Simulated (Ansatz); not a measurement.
C₃H₈N, SMILES [CH2]N(C)C, multiplicity 2.

Geometry: PBE-D3(BJ)/def2-SVP. The isomer is the one that the SMILES or the coordinates give; other isomers of the formula were not compared.

Two levels are set side by side: PBE/def2-SVPD (Ansatz, a first-principles code) and CAM-B3LYP/def2-SVPD (Ansatz). Energy differences of separate SCF runs at the same geometry; the states with an electron removed or added have multiplicity 1 and 1. Differences are taken from unrounded values.

```csv
quantity,CAM-B3LYP
vertical ionisation energy (eV),6.52
```

What does PBE give, and how far is it from CAM-B3LYP? (An estimate is asked for; the answer gives what the named calculation found.)


```tsv
quantity	PBE	PBE minus CAM-B3LYP
vertical ionisation energy (eV)	6.28	-0.23
```
